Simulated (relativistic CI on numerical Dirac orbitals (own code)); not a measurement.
**Calculated levels, Sb**

These numbers are calculated, not measured: Dirac-Coulomb-Breit CI, separate exchange-only KLI orbitals for each configuration, QED by a radiative potential, valence Slater integrals scaled by 0.85, P86 correlation energy added to each configuration (own radial code, finite nucleus).

CI space (outside the closed core [Kr] 4d10): 5s2 5p3, 5s2 5p2 6s, 5s2 5p2 5d, 5s 5p4, 5s2 5p2 7s, 5s2 5p2 6p, 5s2 5p2 7p, 5s2 5p2 6d, 5s2 5p 5d2, 5s2 5p2 4f, 5s2 5p2 8s, 5s2 5p2 8p, 5s2 5p2 7d, 5s2 5p2 5f, 5s2 5p2 5g, 5s2 5p2 8d, 5p5. Levels of other configurations are missing.

```
No.  Configuration  Term    J  E (cm⁻¹)   %  Landé g  Lifetime (s)
 41     5s2 5p2 5d    2D  3/2   62198.1  31    0.907      1.06e-08
 42     5s2 5p2 5d    2D  5/2   62211.0  24    1.225      1.76e-08
 43     5s2 5p2 7s    4P  3/2   62639.4  80    1.633      1.43e-08
 44     5s2 5p2 7p   4D°  1/2   62644.5  57    0.659              
 45     5s2 5p2 7p   4D°  3/2   62829.6  32    1.344      9.21e-08
 46     5s2 5p2 5d    2F  7/2   63200.6  66    1.172      4.28e-09
 47     5s2 5p2 7s    2P  1/2   63364.6  56    0.972      4.39e-09
 48     5s2 5p2 5d    2D  5/2   63506.9  42    1.319      6.22e-09
 49     5s2 5p2 5d    2D  3/2   63697.2  31    0.984      7.83e-09
 50     5s2 5p2 6d    4F  5/2   64333.3  36    1.202      7.30e-09
 51     5s2 5p2 6d    4F  3/2   64734.5  33    1.170      7.58e-09
 52     5s2 5p2 8s    4P  1/2   64994.7  63    2.098      1.78e-08
 53     5s2 5p2 6d    4P  1/2   65297.7  23    1.791      7.10e-09
 54     5s2 5p2 7s    4P  5/2   65337.4  84    1.542      7.92e-09
 55     5s2 5p2 7p   2S°  1/2   65373.4  35    1.513              
 56     5s2 5p2 4f   2G°  7/2   65452.6  24    1.142              
 57     5s2 5p2 4f   4G°  5/2   65454.3  42    0.856      2.27e-08
 58     5s2 5p2 7p   4D°  5/2   65552.7  58    1.393              
 59     5s2 5p2 7s    2P  3/2   65564.1  52    1.289      8.67e-09
 60     5s2 5p2 7p   4D°  3/2   65572.1  50    1.431              
 61     5s2 5p2 7p   2D°  3/2   65686.0  57    1.132              
 62     5s2 5p2 7p   4P°  1/2   65891.5  42    1.590              
 63     5s2 5p2 6d    4F  7/2   65900.4  51    1.281      6.25e-08
 64     5s2 5p2 7d    4F  5/2   66094.8  15    1.177      4.56e-08
 65     5s2 5p2 7d    4F  3/2   66112.3  27    0.932      2.55e-08
 66     5s2 5p2 8p   4D°  1/2   66318.7  50    0.775              
 67     5s2 5p2 8p   4D°  3/2   66403.5  25    1.304      9.05e-08
 68     5s2 5p2 6d    4D  1/2   66560.2  53    0.891      6.81e-09
 69     5s2 5p2 5d    2D  3/2   66595.8  19    0.988      1.23e-08
 70     5s2 5p2 6d    2F  5/2   66769.8  41    1.075      1.56e-08
 71     5s2 5p2 6p   2D°  5/2   66851.0  74    1.237              
 72     5s2 5p2 6d    4D  3/2   67172.4  22    1.048      1.23e-08
 73     5s2 5p2 6p   2F°  5/2   67278.3  80    0.936              
 74     5s2 5p2 5d    2D  5/2   67295.5  36    1.204      1.06e-08
 75     5s2 5p2 6d    4D  3/2   67315.6  38    1.109      7.08e-09
 76     5s2 5p2 6p   2D°  3/2   67334.9  61    1.026              
 77     5s2 5p2 6p   2F°  7/2   67382.5  87    1.179              
 78     5s2 5p2 6d    4F  5/2   67615.4  18    1.213      6.37e-09
 79     5s2 5p2 6p   2P°  1/2   67672.0  68    0.977              
 80     5s2 5p2 8s    4P  3/2   67866.1  79    1.631      1.47e-08
 81     5s2 5p2 8s    2P  1/2   67876.1  51    1.116      2.71e-08
 82     5s2 5p2 5g    4H  7/2   67899.8  39    0.891              
 83     5s2 5p2 5g    4F  9/2   67900.3  25    1.112              
 84     5s2 5p2 5f   2G°  7/2   67917.6  24    1.145      4.65e-08
 85     5s2 5p2 5f   4G°  5/2   67919.1  41    0.858      4.47e-08
```

Energies count from the lowest computed level; ° marks odd parity; lifetimes are radiative, by E1, M1, E2, M2, E3 decay to levels of this space only; some are left blank where a channel outside the calculation adds to the decay or the decay crosses a small, uncertain gap.

The mean weight of the leading LS term, summed over parents, in these 45 levels is 45 %, and that of the leading jj configuration (from the same eigenvectors) 61 %, so jj coupling describes them better and the LS labels are nominal.

For a near-neutral ion this model can misplace configurations by up to about 10,000 cm⁻¹ (more where the count of f electrons changes) and terms by 10 to 25 % of their spread. Rates follow the energies as ν³ (E1, M1) or ν⁵ (E2), so they and the lifetimes can be off by large factors. The fine structure of a lone outer electron comes out too small, for d and f at times inverted, and misplaced configurations move strength between like terms. 13 of the 20 excited levels that our extract of the measured tables holds in this range could be paired (the sources list more); they are missed by 1742 cm⁻¹ on average and 2857 at most, and levels without a partner can miss by more.

LS names give the leading component of a level, which can be under half, so a name can repeat, a term be missing and a line seem to break the LS rules.
